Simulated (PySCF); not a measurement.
## Exercise with solution: chemical shift, span and skew from a shielding tensor

C₅H₆Se, SMILES C=CC1=C[Se]C1. Atoms are numbered in the order given.

```xyz
12

C     -0.4249    -3.3245     0.0000
C      0.5392    -2.3864     0.0000
C      0.3051    -0.9576     0.0000
C      1.1840     0.0736     0.0000
Se    -0.0695     1.5246     0.0000
C     -1.0293    -0.2473     0.0000
H     -1.4853    -3.0546     0.0000
H     -0.1841    -4.3897     0.0000
H      1.5914    -2.6937     0.0000
H      2.2748     0.1100     0.0000
H     -1.6398    -0.3781     0.9048
H     -1.6398    -0.3781    -0.9048
```

Geometry: B3LYP-D3(BJ)/def2-SVP. This is a generated structure with no PubChem entry under its InChIKey; it may be hypothetical. Other conformers were not sampled.

GIAO shieldings from PBE/pcSseg-1 (PySCF), non-relativistic, no solvent. The symmetric part of the tensor of C6 has the principal values 125.3, 139.0, 160.1 ppm. The same nucleus in TMS has σ = 182.0 ppm at this level (PySCF, at its B3LYP-D3(BJ)/def2-TZVP geometry).

**Question.** Work out the isotropic shielding, the ¹³C shift against TMS, the span and the skew.

**Answer.** 
σ(iso) = (σ11 + σ22 + σ33)/3 = 141.5 ppm. δ = σ(ref) − σ(iso) = 182.0 − (141.5) = 40.5 ppm.
Span Ω = σ33 − σ11 = 34.8 ppm. Skew κ = 3(σ(iso) − σ22)/Ω = 0.21. Tumbling in solution averages the tensor to δ; in a static solid the shielding alone would spread this spin-1/2 line over Ω.
